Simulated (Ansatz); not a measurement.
Start from `[CH3][AlH][NH][SiH2]C` and change one atom or group to get `C[SiH2]NPS`.

Ansatz, PBE0-D4/def2-TZVP geometries, multiplicity 1. Each molecule was computed in one conformer, which needn't be the lowest.

```tsv
property	`[CH3][AlH][NH][SiH2]C`
LUMO energy (PBE0/def2-TZVPP) / eV	-0.40
HOMO energy (B3LYP/def2-TZVPP) / eV	-7.22
HOMO energy (ωB97M-V/def2-TZVPP) / eV	-9.74
HOMO–LUMO gap (ωB97M-V/def2-TZVPP) / eV	10.88
size of the dipole moment (PBE/def2-TZVPP) / D	1.59
LUMO energy (B3LYP/def2-TZVPP) / eV	-0.61
```

(1) Give the same properties after the change, and the shifts. (Best estimate.)

## Answers

(1) Ansatz gave: 
```json
{"property": "LUMO energy (PBE0/def2-TZVPP) / eV", "`C[SiH2]NPS`": "-0.07", "shift": "0.33"}
{"property": "HOMO energy (B3LYP/def2-TZVPP) / eV", "`C[SiH2]NPS`": "-7.04", "shift": "0.18"}
{"property": "HOMO energy (ωB97M-V/def2-TZVPP) / eV", "`C[SiH2]NPS`": "-9.44", "shift": "0.30"}
{"property": "HOMO–LUMO gap (ωB97M-V/def2-TZVPP) / eV", "`C[SiH2]NPS`": "11.11", "shift": "0.23"}
{"property": "size of the dipole moment (PBE/def2-TZVPP) / D", "`C[SiH2]NPS`": "1.97", "shift": "0.38"}
{"property": "LUMO energy (B3LYP/def2-TZVPP) / eV", "`C[SiH2]NPS`": "-0.30", "shift": "0.31"}
```

With PBE0 the HOMO rises by 0.15 eV and the LUMO rises by 0.33 eV, so the gap widens by about 0.18 eV. PBE moves the HOMO by 0.11 eV and ωB97M-V by 0.30 eV. The zero-point energy changes by -58.1 kJ/mol with -6 modes. Dipoles are sizes alone; their direction can turn.

B3LYP here is the variant with VWN-RPA as its local correlation; programs differ in this.
